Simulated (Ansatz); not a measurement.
hydrogen telluride (SMILES [TeH2]) moved off its minimum; all values from Ansatz (a quantum-chemistry and plane-wave program), cores frozen in correlated methods. Elements past Kr take the def2 small-core potentials, without spin–orbit coupling.
(charge 0, multiplicity 1)
```xyz
3

Te     0.0612     0.0487     0.0132
H     -1.0825    -1.1102     0.0032
H      1.1842    -1.1657     0.0224
```

Forces at MP2/def2-TZVPPD (eV/Å):

| atom | Fx | Fy | Fz |
|---|---|---|---|
| Te1 | 0.340 | 0.038 | 0.003 |
| H2 | -0.395 | -0.191 | -0.003 |
| H3 | 0.055 | 0.153 | 0.001 |

**Question.** Give the forces (eV/Å), the total energy and the dipole at CCSD(T)/def2-TZVPPD.

**Answer.** 
| atom | Fx | Fy | Fz |
|---|---|---|---|
| Te1 | 0.338 | 0.310 | 0.003 |
| H2 | -0.520 | -0.322 | -0.005 |
| H3 | 0.183 | 0.012 | 0.002 |
Energy -268.3315 hartree, dipole 0.13 D.
